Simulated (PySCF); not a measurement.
IZn (SMILES [Zn+][I]), charge +1, singlet, geometry from GFN2-xTB (such geometries of metal compounds can be far from the true shape) (all electrons, no relativity); CAMB3LYP/STO-3G in PySCF.

The PySCF input:
```python
from pyscf import gto, scf, dft

mol = gto.Mole()
mol.atom = '''
    Zn   -0.00000000   -0.00000000   -1.52043851
    I     0.00000000    0.00000000    0.86062557
'''
mol.basis = 'sto-3g'
mol.charge = 1
mol.verbose = 4
mol.build()

mf = dft.RKS(mol)
mf.xc = 'camb3lyp'
mf.grids.atom_grid = (99, 590)
mf.grids.prune = None
mf.kernel()
```

**Question.** What does PySCF print? Leave out banner, timings and long lists.

**Answer.** 
```
PySCF version 2.14.0

[INPUT] verbose = 4
[INPUT] num. atoms = 2
[INPUT] num. electrons = 82
[INPUT] charge = 1
[INPUT] spin (= nelec alpha-beta = 2S) = 0
[INPUT] symmetry False subgroup None
[INPUT] Mole.unit = angstrom
[INPUT] Symbol           X                Y                Z      unit          X                Y                Z       unit  Magmom
[...]
nuclear repulsion = 353.367963689075
number of shells = 19
number of NR pGTOs = 135
number of NR cGTOs = 45
basis = sto-3g
ecp = {}

******** <class 'pyscf.dft.rks.RKS'> ********
method = RKS
initial guess = minao
damping factor = 0
level_shift factor = 0
DIIS = <class 'pyscf.scf.diis.CDIIS'>
diis_start_cycle = 1
diis_space = 8
diis_damp = 0
SCF conv_tol = 1e-09
SCF conv_tol_grad = None
SCF max_cycles = 50
direct_scf = True
direct_scf_tol = 1e-13
XC library pyscf.dft.libxc version 7.1.2
    S. Lehtola, C. Steigemann, M. J. T. Oliveira, and M. A. L. Marques,  SoftwareX 7, 1–5 (2018)
XC functionals = camb3lyp
    T. Yanai, D. P. Tew, and N. C. Handy,  Chem. Phys. Lett. 393, 51 (2004)
radial grids:
    Treutler-Ahlrichs [JCP 102, 346 (1995); DOI:10.1063/1.469408] (M4) radial grids

becke partition: Becke, JCP 88, 2547 (1988); DOI:10.1063/1.454033
pruning grids: None
grids dens level: 3
symmetrized grids: False
atomic radii adjust function: <function treutler_atomic_radii_adjust>
User specified grid scheme (99, 590)
small_rho_cutoff = 0
Set gradient conv threshold to 3.16228e-05
Initial guess from minao.
tot grids = 116824
init E= -8588.05270935828

WARN: HOMO -0.247247554505154 == LUMO -0.247247554505134

cycle= 1 E= -8602.39801535465  delta_E= -14.3  |g|= 3.39  |ddm|= 5.37
[...]
cycle= 2 E= -8602.14184284208  delta_E= 0.256  |g|= 2.08  |ddm|= 6.59
[...]
cycle= 3 E= -8603.54752427026  delta_E= -1.41  |g|= 1.83  |ddm|= 7.25
[...]
cycle= 4 E= -8610.44568102769  delta_E= -6.9  |g|= 1.04  |ddm|= 6.67
[...]
cycle= 5 E= -8610.89498843383  delta_E= -0.449  |g|= 0.802  |ddm|= 1.74
[...]
cycle= 6 E= -8611.43243839114  delta_E= -0.537  |g|= 0.209  |ddm|= 1.98
[...]
cycle= 7 E= -8611.41283246563  delta_E= 0.0196  |g|= 0.36  |ddm|= 0.933
[...]
cycle= 8 E= -8611.40084279579  delta_E= 0.012  |g|= 0.385  |ddm|= 0.188
[...]
cycle= 9 E= -8611.39178321  delta_E= 0.00906  |g|= 0.41  |ddm|= 0.0729
[...]
cycle= 10 E= -8611.47902111397  delta_E= -0.0872  |g|= 0.0543  |ddm|= 1.03
[...]
cycle= 11 E= -8611.48191821287  delta_E= -0.0029  |g|= 0.0256  |ddm|= 0.198
[...]
cycle= 12 E= -8611.48438940255  delta_E= -0.00247  |g|= 0.0232  |ddm|= 0.19
[...]
cycle= 13 E= -8611.48394004393  delta_E= 0.000449  |g|= 0.0247  |ddm|= 0.0339
[...]
cycle= 14 E= -8611.48251378338  delta_E= 0.00143  |g|= 0.0226  |ddm|= 0.114
[...]
cycle= 15 E= -8611.47923691323  delta_E= 0.00328  |g|= 0.0239  |ddm|= 0.257
[...]
cycle= 16 E= -8611.48356420924  delta_E= -0.00433  |g|= 0.0236  |ddm|= 0.341
[...]
cycle= 17 E= -8611.48575352586  delta_E= -0.00219  |g|= 0.0241  |ddm|= 0.172
[...]
cycle= 18 E= -8611.47859416828  delta_E= 0.00716  |g|= 0.065  |ddm|= 0.444
[...]
cycle= 19 E= -8611.47655878031  delta_E= 0.00204  |g|= 0.0327  |ddm|= 0.287
[...]
cycle= 20 E= -8611.47134522827  delta_E= 0.00521  |g|= 0.0274  |ddm|= 0.421
[...]
cycle= 21 E= -8611.46601660655  delta_E= 0.00533  |g|= 0.136  |ddm|= 0.258
[...]
cycle= 22 E= -8611.46886791192  delta_E= -0.00285  |g|= 0.12  |ddm|= 0.15
[...]
cycle= 23 E= -8611.45442206421  delta_E= 0.0144  |g|= 0.21  |ddm|= 0.612
[...]
cycle= 24 E= -8611.46501561366  delta_E= -0.0106  |g|= 0.145  |ddm|= 0.459
[...]
cycle= 25 E= -8611.4742227293  delta_E= -0.00921  |g|= 0.0643  |ddm|= 0.286
[...]
cycle= 26 E= -8611.48012596463  delta_E= -0.0059  |g|= 0.211  |ddm|= 1.49
[...]
cycle= 27 E= -8611.47937440887  delta_E= 0.000752  |g|= 0.228  |ddm|= 0.0686
[...]
cycle= 28 E= -8611.47167430996  delta_E= 0.0077  |g|= 0.0368  |ddm|= 1.79
[...]
cycle= 29 E= -8611.47396853802  delta_E= -0.00229  |g|= 0.0328  |ddm|= 0.168
[...]
cycle= 30 E= -8611.48179620851  delta_E= -0.00783  |g|= 0.0528  |ddm|= 0.709
[...]
cycle= 31 E= -8611.48367116167  delta_E= -0.00187  |g|= 0.0567  |ddm|= 0.166
[...]
cycle= 32 E= -8611.48572519592  delta_E= -0.00205  |g|= 0.0722  |ddm|= 0.249
[...]
cycle= 33 E= -8611.48440715217  delta_E= 0.00132  |g|= 0.0919  |ddm|= 0.0477
[...]
cycle= 34 E= -8611.48427316888  delta_E= 0.000134  |g|= 0.125  |ddm|= 0.22
[...]
cycle= 35 E= -8611.48415172762  delta_E= 0.000121  |g|= 0.117  |ddm|= 0.0652
[...]
cycle= 36 E= -8611.48481821603  delta_E= -0.000666  |g|= 0.0879  |ddm|= 0.152
[...]
cycle= 37 E= -8611.49114092135  delta_E= -0.00632  |g|= 0.0891  |ddm|= 0.537
[...]
cycle= 38 E= -8611.49379624743  delta_E= -0.00266  |g|= 0.0128  |ddm|= 0.169
[...]
cycle= 39 E= -8611.49504851286  delta_E= -0.00125  |g|= 0.0447  |ddm|= 0.541
[...]
cycle= 40 E= -8611.49584057247  delta_E= -0.000792  |g|= 0.00599  |ddm|= 0.106
[...]
cycle= 41 E= -8611.4958567505  delta_E= -1.62e-05  |g|= 0.00108  |ddm|= 0.0235
[...]
cycle= 42 E= -8611.49585689246  delta_E= -1.42e-07  |g|= 0.00106  |ddm|= 0.00781
[...]
cycle= 43 E= -8611.49585744646  delta_E= -5.54e-07  |g|= 4.23e-05  |ddm|= 0.00379
[...]
cycle= 44 E= -8611.49585744676  delta_E= -3.02e-10  |g|= 5.51e-05  |ddm|= 0.000378
[...]
cycle= 45 E= -8611.49585744863  delta_E= -1.87e-09  |g|= 1.74e-05  |ddm|= 0.000218
[...]
cycle= 46 E= -8611.49585744903  delta_E= -4e-10  |g|= 1.44e-05  |ddm|= 0.000115
[...]
Extra cycle  E= -8611.49585744905  delta_E= -2.55e-11  |g|= 1.96e-05  |ddm|= 6.15e-05
converged SCF energy = -8611.49585744905
```
